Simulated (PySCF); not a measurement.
## Basis and Hamiltonian dependence of the ionisation energy of Rh⁺

Rh⁺ [Kr] 4d8 (3F) → Rh²⁺ [Kr] 4d7 (4F). All values are computed (PySCF 2.14, energy differences of UHF-based or UKS calculations, no spin-orbit coupling). Values in eV.

```json
{"basis": "def2-SVP with the def2 core potential (28 electrons)", "Hamiltonian": "ECP", "functions": "31", "UHF": "16.266", "PBE": "n/a", "PBE0": "18.210", "MP2 (valence)": "17.260", "CCSD(T) (valence)": "n/a", "CCSD(T) (valence and next inner shell)": "n/a"}
{"basis": "ANO-RCC-VDZP", "Hamiltonian": "spin-free X2C", "functions": "43", "UHF": "16.617", "PBE": "n/a", "PBE0": "n/a", "MP2 (valence)": "18.168", "CCSD(T) (valence)": "18.030", "CCSD(T) (valence and next inner shell)": "n/a"}
{"basis": "x2c-SVPall", "Hamiltonian": "spin-free X2C", "functions": "53", "UHF": "16.187", "PBE": "n/a", "PBE0": "n/a", "MP2 (valence)": "17.445", "CCSD(T) (valence)": "n/a", "CCSD(T) (valence and next inner shell)": "n/a"}
{"basis": "def2-TZVPPD with the def2 core potential (28 electrons)", "Hamiltonian": "ECP", "functions": "56", "UHF": "16.166", "PBE": "18.406", "PBE0": "18.131", "MP2 (valence)": "17.813", "CCSD(T) (valence)": "17.720", "CCSD(T) (valence and next inner shell)": "17.724"}
{"basis": "x2c-TZVPall", "Hamiltonian": "spin-free X2C", "functions": "63", "UHF": "16.162", "PBE": "18.482", "PBE0": "n/a", "MP2 (valence)": "17.434", "CCSD(T) (valence)": "n/a", "CCSD(T) (valence and next inner shell)": "n/a"}
{"basis": "cc-pVTZ-PP with ECP28MDF", "Hamiltonian": "ECP", "functions": "63", "UHF": "16.108", "PBE": "18.365", "PBE0": "18.084", "MP2 (valence)": "17.785", "CCSD(T) (valence)": "n/a", "CCSD(T) (valence and next inner shell)": "n/a"}
{"basis": "ANO-RCC-VTZP", "Hamiltonian": "spin-free X2C", "functions": "68", "UHF": "16.151", "PBE": "18.506", "PBE0": "18.195", "MP2 (valence)": "17.886", "CCSD(T) (valence)": "17.783", "CCSD(T) (valence and next inner shell)": "17.833"}
{"basis": "aug-cc-pwCVDZ-PP with ECP28MDF", "Hamiltonian": "ECP", "functions": "70", "UHF": "16.111", "PBE": "18.360", "PBE0": "18.081", "MP2 (valence)": "17.729", "CCSD(T) (valence)": "17.631", "CCSD(T) (valence and next inner shell)": "17.588"}
{"basis": "x2c-TZVPPall", "Hamiltonian": "spin-free X2C", "functions": "79", "UHF": "16.151", "PBE": "18.477", "PBE0": "18.179", "MP2 (valence)": "17.833", "CCSD(T) (valence)": "17.732", "CCSD(T) (valence and next inner shell)": "17.771"}
{"basis": "def2-QZVPPD with the def2 core potential (28 electrons)", "Hamiltonian": "ECP", "functions": "88", "UHF": "16.157", "PBE": "18.405", "PBE0": "18.127", "MP2 (valence)": "17.923", "CCSD(T) (valence)": "17.824", "CCSD(T) (valence and next inner shell)": "n/a"}
{"basis": "x2c-TZVPPall with one added diffuse shell each of s, p, d, f type", "Hamiltonian": "spin-free X2C", "functions": "95", "UHF": "16.152", "PBE": "18.477", "PBE0": "18.179", "MP2 (valence)": "17.868", "CCSD(T) (valence)": "17.769", "CCSD(T) (valence and next inner shell)": "17.813"}
{"basis": "x2c-QZVPPall", "Hamiltonian": "spin-free X2C", "functions": "118", "UHF": "16.140", "PBE": "18.463", "PBE0": "18.165", "MP2 (valence)": "17.926", "CCSD(T) (valence)": "n/a", "CCSD(T) (valence and next inner shell)": "n/a"}
{"basis": "aug-cc-pwCVTZ-PP with ECP28MDF", "Hamiltonian": "ECP", "functions": "122", "UHF": "16.098", "PBE": "18.359", "PBE0": "18.078", "MP2 (valence)": "17.907", "CCSD(T) (valence)": "n/a", "CCSD(T) (valence and next inner shell)": "n/a"}
{"basis": "aug-cc-pwCVTZ-DK", "Hamiltonian": "spin-free X2C", "functions": "136", "UHF": "16.137", "PBE": "18.466", "PBE0": "18.166", "MP2 (valence)": "17.944", "CCSD(T) (valence)": "n/a", "CCSD(T) (valence and next inner shell)": "n/a"}
```

Frozen in the all-electron rows: valence: [Kr]; valence and next inner shell: [Ar] 3d10; with a core potential, the same shells as far as they lie outside it.

At UHF, ANO-RCC-VDZP lies more than 0.3 eV from the median of the rows with comparable relativity. Sets contracted for the neutral atom can be stiff in a shell that they treat as core.

Between the lowest levels the reference is 18.08 eV (semi-empirical (NIST evaluation); NIST Atomic Spectra Database, ionization energies); it includes spin-orbit coupling, which these numbers lack.
